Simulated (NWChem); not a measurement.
Molecule: CH3ClF2OSi; SMILES F[Si](CO)(F)Cl

```xyz
9

O      0.4512     2.3613     0.2479
C     -0.4899     1.5835    -0.4896
Si    -0.4240    -0.2309    -0.0074
F     -0.9103    -0.4785     1.4941
F     -1.3592    -1.1169    -0.9580
Cl     1.5127    -0.9092    -0.1703
H      1.3440     2.0822    -0.0114
H     -0.3699     1.6994    -1.5789
H     -1.4801     1.9813    -0.2403
```
Atoms are numbered in this order, from 1.

Level: B3LYP/6-31G* (spherical d) (NWChem), optimised geometry, unscaled harmonic frequencies. B3LYP is NWChem's, with the RPA form of VWN correlation.

Problem. List the harmonic frequencies with IR intensities, and the thermochemistry.

Solution. 
| frequency (cm⁻¹) | IR intensity (km/mol) |
|---|---|
| 76 | 3.7 |
| 120 | 1.5 |
| 182 | 5.2 |
| 225 | 8.0 |
| 280 | 15.2 |
| 297 | 19.0 |
| 368 | 165.2 |
| 402 | 14.6 |
| 516 | 86.0 |
| 728 | 89.5 |
| 799 | 56.8 |
| 917 | 166.4 |
| 992 | 144.5 |
| 1060 | 68.7 |
| 1173 | 43.9 |
| 1331 | 2.4 |
| 1412 | 35.3 |
| 1495 | 4.0 |
| 3006 | 28.3 |
| 3099 | 8.0 |
| 3733 | 23.3 |

```json
{
 "zero_point_energy": "31.7 kcal/mol",
 "thermal correction to the enthalpy at 298.15 K (with zero-point energy)": "37.0 kcal/mol",
 "heat capacity Cv": "24.3 cal/(mol K)",
 "entropy at 298.15 K and 1 atm (symmetry number 1)": "86.6 cal/(mol K)",
 "dipole_moment": "1.85 D"
}
```

Rigid rotor and harmonic oscillator; modes under 100 cm⁻¹ make the entropy uncertain.
